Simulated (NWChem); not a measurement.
NiF₂, triplet; SMILES [F][Ni][F]

This spin state was assumed; another may lie lower.

Question: Give the equilibrium geometry at PBE-D3(BJ)/def2-SVP, spin-unrestricted (NWChem) as a Z-matrix, with the point group.

Answer: point group D*h; any orientation.
```
Ni
F 1 1.7046
F 1 1.7046 2 180.00
```
